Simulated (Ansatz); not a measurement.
Input for Ansatz (a first-principles code): R-CCSD(T)/cc-pV(Q+d)Z on Cl2OSi (SMILES O=[Si](Cl)Cl). The basis file is the Basis Set Exchange's JSON of that set.

Ansatz 0.2 input:
```yaml
crystal:
  periodic: [false, false, false]
  atoms:
    - {symbol: Si, position_ang: [0.21065436, -0.00000000, 0.00000000]}
    - {symbol: O, position_ang: [1.72055052, 0.00000000, -0.00000000]}
    - {symbol: Cl, position_ang: [-0.96565244, 1.63842264, -0.00000000]}
    - {symbol: Cl, position_ang: [-0.96565244, -1.63842264, -0.00000000]}
basis:
  gaussian:
    orbitals: cc-pV_Q+d_Z.json
magnetization: {spin_polarized: false}
correlation: {method: ccsd_t, electrons: outside_noble_gas}
scf: {lower_state_search: off}
```

Predict the final total energy.

-1283.8511 hartree (reference determinant -1283.0031, T1 diagnostic 0.015).

How many basis functions does it have, and what does it roughly cost on one machine?

247 functions; very roughly 80 core-seconds.
